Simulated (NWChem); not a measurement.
System: CdSiH$_{4}$S; SMILES [Cd]([SH])[SiH3]

Here is an NWChem input.

```
start job
memory heap 200 mb stack 900 mb global 1100 mb
geometry units angstroms noautoz
  Cd    -0.675976     0.275964     0.005256
  S     -0.543479     2.643101     0.007417
  H      0.809140     2.647314    -0.002570
  Si    -0.826345    -2.220270     0.003003
  H     -1.535243    -2.721994    -1.216582
  H     -1.567079    -2.722022     1.203472
  H      0.540163    -2.832833     0.020960
end
basis spherical
  * library def2-svp
end
ecp
  Cd library def2-ecp
end
dft
  xc xpbe96 cpbe96
  iterations 150
end
tddft
  nroots 6
  notriplet
end
task tddft energy
```

All runs use the structure optimised with PBE0/def2-SVP. def2 effective core potentials on Cd; no spin-orbit coupling.

Vertical excitations in the gas phase.

What results follow from this input? (PBE/def2-SVP with def2 effective core potentials on Cd, full TDDFT.) Quantities: lowest excitation, singlet (eV); oscillator strength of that lowest state; orbital gap (eV).

lowest excitation, singlet (eV): 3.95
oscillator strength of that lowest state: 0.000
orbital gap (eV): 3.93
